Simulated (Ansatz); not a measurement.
C₃H₁₅Ge₂NSi, SMILES `C[N](C)[Ge]([CH3])([SiH3])[GeH3]`, relaxed with RKS PBE-D4/def2-SVP in the Gaussian-basis code of Ansatz from a rough embedded geometry. The force threshold is 0.03 eV/Å; the program also tests the step.

Charge 0, multiplicity 1.

Start:

```xyz
22

C    -1.290   -0.855   -1.585
N    -0.129   -1.238   -0.702
C    -0.540   -2.238    0.333
Ge    0.513    0.403    0.132
C     1.950   -0.069    1.359
Si    1.267    1.832   -1.445
Ge   -1.268    1.396    1.387
H    -0.919   -0.160   -2.359
H    -1.600   -1.834   -2.144
H    -2.111   -0.484   -1.023
H    -1.348   -1.812    0.945
H    -0.885   -3.125   -0.187
H     0.349   -2.538    0.963
H     2.374    0.843    1.723
H     1.569   -0.691    2.182
H     2.769   -0.631    0.762
H     0.172    2.239   -2.327
H     1.801    3.007   -0.780
H     2.301    1.207   -2.249
H    -1.789    0.337    2.459
H    -2.433    1.730    0.455
H    -0.750    2.681    2.098
```

Problem. How much energy does the relaxation release, and in how many steps? (An estimate is asked.)

Solution. Ansatz gave: 64.61 kJ/mol, in 8 steps.

Problem. Which bonds change most? (Best estimate.)

Solution. Ansatz gave: Ge4–Si6 from 2.258 to 2.402 Å; Ge4–Ge7 from 2.394 to 2.467 Å; N2–Ge4 from 1.950 to 1.877 Å; C1–H10 from 1.062 to 1.122 Å.

Problem. Give the relaxed structure. (An estimate is asked.)

Solution. Computed: 
```xyz
22

C    -1.162   -0.986   -1.675
N    -0.217   -1.148   -0.587
C    -0.554   -2.254    0.290
Ge    0.444    0.411    0.223
C     1.945   -0.141    1.379
Si    1.199    1.863   -1.535
Ge   -1.277    1.550    1.574
H    -0.846   -0.167   -2.355
H    -1.209   -1.918   -2.284
H    -2.210   -0.761   -1.345
H    -1.548   -2.150    0.801
H    -0.590   -3.205   -0.292
H     0.216   -2.384    1.077
H     2.499    0.754    1.723
H     1.584   -0.692    2.268
H     2.633   -0.792    0.803
H     0.047    2.438   -2.316
H     1.960    3.006   -0.912
H     2.114    1.139   -2.490
H    -1.825    0.625    2.699
H    -2.485    1.982    0.696
H    -0.717    2.831    2.257
```
